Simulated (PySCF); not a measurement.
Two species compared at the same levels of theory.

First species: C4H10O2Si.
Structure used (GFN2-xTB), in Å, numbered top down from 1:
```
atom  x, y, z in Å
C1    -1.3858   -1.5578   -0.5681
C2    -0.9902   -0.3368    0.2481
C3    -1.6886    0.9297   -0.2335
O4     0.4365   -0.1777    0.1162
C5     1.0995    0.4422    1.0910
O6     0.5812    0.8762    2.0919
Si7    2.9698    0.5289    0.6836
H8    -1.1537   -1.3910   -1.6171
H9    -0.8416   -2.4346   -0.2265
H10   -2.4516   -1.7407   -0.4636
H11   -1.2075   -0.4935    1.3129
H12   -2.7644    0.8201   -0.1299
H13   -1.4461    1.1136   -1.2780
H14   -1.3652    1.7812    0.3604
H15    3.1378    0.0435   -0.6825
H16    3.6748   -0.3125    1.6490
H17    3.3881    1.9211    0.8295
```

Second species: C₅H₅F₃O.
SMILES: `FC(F)=C(F)[C@@H]1CCO1`

Levels: PBE0/def2-SVPD for dipole moment, HOMO energy, LUMO energy, HOMO–LUMO gap, static isotropic polarisability and electronic spatial extent ⟨r²⟩ about the centre of nuclear charge; TDDFT PBE0/def2-SVPD for lowest singlet excitation; TDA PBE0/def2-SVPD for lowest triplet excitation (Tamm–Dancoff); GFN2-xTB for rotational constant A and rotational constant C. Geometries: GFN2-xTB. All species are isolated and taken at one optimised geometry, non-relativistic unless stated; the electronic structure was computed with PySCF and density fitting.

The conformers computed, where there is a choice (atom-mapped SMILES and torsion angles):
- `[CH3:1][CH:2]([CH3:3])[O:4][C:5](=[O:6])[SiH3:7]`: C1–C2–O4–C5 -154°, C2–O4–C5–O6 1°
- `[F:1][C:2]([F:3])=[C:4]([F:5])[C@@H:6]1[CH2:7][CH2:8][O:9]1`: C2–C4–C6–C7 60°

```tsv
property	column X	column Y
dipole moment	2.78 D	2.07 D
HOMO energy	-7.41 eV	-7.68 eV
LUMO energy	-0.15 eV	-0.60 eV
HOMO–LUMO gap	7.26 eV	7.08 eV
lowest singlet excitation	6.20 eV	5.05 eV
lowest triplet excitation (Tamm–Dancoff)	4.23 eV	4.37 eV
static isotropic polarisability	62.7 au	84.3 au
electronic spatial extent ⟨r²⟩ about the centre of nuclear charge	1134 bohr²	1216 bohr²
rotational constant A	2.670 GHz	4.084 GHz
rotational constant C	0.988 GHz	1.033 GHz
```

Question: Which column belongs to which species?

Answer: Column X is the second species and column Y the first. The first has 17 atoms and 64 electrons, the second 14 and 70.

Question: How does each property change from the first species to the second?

Answer: dipole moment +0.71 D; HOMO energy +0.27 eV; LUMO energy +0.45 eV; HOMO–LUMO gap +0.18 eV; lowest singlet excitation +1.15 eV; lowest triplet excitation (Tamm–Dancoff) -0.14 eV; static isotropic polarisability -21.6 au; electronic spatial extent ⟨r²⟩ about the centre of nuclear charge -82 bohr²; rotational constant A -1.414 GHz; rotational constant C -0.045 GHz.

On the first: The dipole matches unit charges of opposite sign 0.43 Å apart (1 e·Å = 4.8032 D). The 8 singlets span 5.05 to 7.99 eV, and their oscillator strengths add up to 0.30. GFN2-xTB frequencies show an imaginary mode (34i cm⁻¹), so this geometry is no minimum at that level.

On the second: In wavenumbers S1 is 50000 cm⁻¹ (1 eV = 8065.54 cm⁻¹). No computed singlet falls in the visible range (750 to 380 nm, 1.65 to 3.26 eV); S1 lies 2.94 eV above its blue end.
